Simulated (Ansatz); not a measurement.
A search over several starts for the lowest SCF solution of the cluster Ag₂Sn at the given spin, in a small basis.

```yaml
crystal:
  periodic: [false, false, false]
  atoms:
    - {symbol: Ag, position_ang: [0.074828, -1.533848, -0.823860]}
    - {symbol: Ag, position_ang: [0.817089, 0.594197, 1.419967]}
    - {symbol: Sn, position_ang: [-0.891928, 0.939650, -0.596117]}
basis:
  gaussian: {orbitals: def2-SVP}
magnetization: {spin_polarized: true, initial_magnetization: 0}
hamiltonian: {xc: pbe0, dispersion: d4}
output: {orbitals: {seedname: orbitals}}
```

```sh
$ ansatz run in.yaml --threads 4 --pin off --events-out ev --progress --plain --max-ram 3916MiB
```

It prints (some lines left out):

```
Functional definition: PBE0
998 factors; integrals over basis functions are off by at most 5.6e-4 eV
mean field evaluation 1: about -13825.8317 eV, gradient 2.7e1 eV
mean field evaluation 2: about -13803.4724 eV, gradient 7.5e1 eV
mean field evaluation 4: about -13829.7387 eV, gradient 4.8e0 eV
mean field evaluation 8: about -13829.9650 eV, gradient 1.4e-1 eV
mean field evaluation 16: about -13829.9652 eV, gradient 1.3e-4 eV
mean field evaluation 32: about -13829.9510 eV, gradient 4.6e-1 eV
mean field -13829.96516083 eV, -508.2418453734 hartree, gradient 3.7e-6 eV, S^2 0.000000; 3 other end points of the search recorded, 0 dependent functions left out
reference -13829.96518918 eV, -508.2418464154 hartree; 30, 30 occupied and 58, 58 virtual orbitals, 998 factors
Total energy: -13830.08064570 eV, -508.2460893640 hartree
```

Hardware: 4 threads of Arm Neoverse V2 on a shared host. Wall time 4.2 s.

In the def2 sets Ag, Sn take a core potential; there is no spin–orbit coupling. The structure comes from a short search, and lower isomers may exist.
